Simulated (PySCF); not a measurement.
# Spin-rotation constants: `[Si@@H](OCC)(O)NC`, C₃H₁₁NO₂Si

Cartesian coordinates in Å; atom numbers follow the order of the lines, from 1:
```xyz
18

C    -3.1352    0.2505   -0.1945
C    -1.7691    0.4709   -0.8261
O    -0.7702    0.2420    0.1243
Si    0.8282    0.2259   -0.1619
O     1.3232   -0.8011   -1.3248
N     1.4019   -0.2773    1.3735
C     2.8114   -0.4105    1.6435
H    -3.9191    0.4556   -0.9184
H    -3.2561    0.9117    0.6595
H    -3.2236   -0.7768    0.1486
H    -1.6285   -0.2039   -1.6796
H    -1.6865    1.4991   -1.1991
H     1.3038    1.4784   -0.7432
H     1.2588   -1.7449   -1.1974
H     0.8935    0.0513    2.1797
H     3.3042   -0.7611    0.7401
H     3.2784    0.5359    1.9376
H     2.9765   -1.1395    2.4400
```

Computed with PySCF, GIAO HSE06/def2-SVP magnetisability, rotational g tensor and spin-rotation constants, non-relativistic, gas phase. Geometry: GFN2-xTB.

Give the nuclear spin-rotation constants along the inertial axes (H = +C I·J) beside the isotropic shieldings.

Rotational constants 4.4936, 1.0929, 0.9422 GHz. A star marks the isotopologue with that one atom substituted, in its own axes.
| atom | isotope | Caa (kHz) | Cbb (kHz) | Ccc (kHz) | mean (kHz) | σ (ppm) |
| --- | --- | --- | --- | --- | --- | --- |
| N6 | 14N | 0.198 | 0.028 | 0.038 | 0.088 | 242.5 |
| H8 | 1H | 0.001 | -0.100 | -0.109 | -0.069 | 31.0 |
| H9 | 1H | -0.498 | 0.002 | -0.084 | -0.193 | 30.6 |
| H10 | 1H | -0.485 | -0.122 | 0.021 | -0.196 | 30.6 |
| H11 | 1H | -0.457 | 0.017 | -0.058 | -0.166 | 27.9 |
| H12 | 1H | -0.438 | -0.109 | 0.044 | -0.168 | 28.0 |
| H13 | 1H | -0.359 | -0.089 | 0.032 | -0.139 | 27.2 |
| H14 | 1H | -0.581 | -0.130 | 0.008 | -0.234 | 30.5 |
| H15 | 1H | -0.539 | 0.010 | -0.120 | -0.216 | 31.6 |
| H16 | 1H | -0.433 | 0.031 | -0.105 | -0.169 | 29.5 |
| H17 | 1H | -0.426 | -0.090 | 0.004 | -0.171 | 29.3 |
| H18 | 1H | -0.392 | -0.059 | -0.031 | -0.161 | 29.3 |
| C1 | 13C* | 0.522 | 0.137 | 0.131 | 0.264 | 176.9 |
| C2 | 13C* | 0.710 | 0.207 | 0.192 | 0.370 | 139.3 |
| O3 | 17O* | -0.502 | -0.098 | -0.077 | -0.226 | 281.4 |
| Si4 | 29Si* | -2.196 | -0.555 | -0.479 | -1.077 | 458.0 |
| O5 | 17O* | -0.390 | -0.106 | -0.049 | -0.181 | 300.0 |
| C7 | 13C* | 0.514 | 0.180 | 0.130 | 0.275 | 168.4 |

For the geometry as given, no vibrational averaging.
